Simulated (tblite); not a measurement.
C₅H₁₃O₃Si, doublet, geometry from GFN2-xTB; tblite with GFN1-xTB.

tblite was given this input:
```
$ tblite run mol.xyz --method gfn1 --charge 0 --spin 1 --etemp 2000 --json tblite.json --no-restart

# file mol.xyz
22

C      2.95893654     0.38689636     0.63473230
C      1.69263355     1.15549515     0.98434256
O      0.52673530     0.40969354     0.77593955
Si     0.02485384    -0.27257405    -0.62496166
C      0.58416436    -2.20764428    -0.32958892
O      0.61384821     0.03320750    -2.00139191
O     -1.57080562    -0.53350328    -0.43573956
C     -2.45533194    -0.11798617     0.56287740
C     -2.56361505     1.39653957     0.64998372
H      3.83114492     0.99586567     0.85512287
H      3.01227456    -0.53263596     1.21271682
H      2.94846709     0.14346386    -0.42371502
H      1.64586651     2.06705104     0.37760184
H      1.69488402     1.43071731     2.04558358
H      1.62611951    -2.25967722    -0.59298640
H      0.39468657    -2.42592751     0.70846750
H     -0.03920568    -2.77063351    -1.00169045
H     -3.42587355    -0.55939607     0.30615436
H     -2.13880731    -0.52060528     1.53356867
H     -2.84308328     1.80121798    -0.31916021
H     -3.31085018     1.67566247     1.38813488
H     -1.60252520     1.81594797     0.93511761
```

Output, abridged:

```
xTB calculator
 | screened Coulomb repulsion
 | Coulomb electrostatics
 |  * isotropic Klopman-Ohno-Mataga-Nishimoto electrostatics
 |  * onsite third-order electrostatics
 | DFT-D3(BJ) dispersion correction

halogen bonding energy    0.0000000000000E+00 Eh
repulsion energy          3.3635056730363E-01 Eh
dispersion energy        -9.4815752620299E-03 Eh
number of electrons       5.5000000000000E+01 e
integral cutoff           2.8146159136829E+01 bohr

------------------------------------------------------------
  cycle        total energy    energy error   density error
------------------------------------------------------------
      1     -33.14492426988  -3.3471793E+01   6.3161970E-01
      2     -33.61877864721  -4.7385438E-01   3.4976698E-01
      3     -33.56404412832   5.4734519E-02   1.7762849E-01
      4     -33.62008726143  -5.6043133E-02   7.7807757E-02
      5     -33.66039989406  -4.0312633E-02   2.7975855E-02
      6     -33.66541145877  -5.0115647E-03   1.1805010E-02
      7     -33.66644434487  -1.0328861E-03   1.5984884E-03
      8     -33.66645016013  -5.8152593E-06   8.8801576E-04
      9     -33.66645230767  -2.1475431E-06   6.5237050E-04
     10     -33.66645539540  -3.0877298E-06   3.7108011E-05
     11     -33.66645539297   2.4289051E-09   2.7841685E-05
     12     -33.66645540035  -7.3825603E-09   7.6477281E-06
------------------------------------------------------------

electronic energy        -3.3993324392396E+01 Eh
total energy             -3.3666455400354E+01 Eh

Post processing:
 | Mayer-Wiberg bond orders

[Info] JSON dump of results written to 'tblite.json'
```
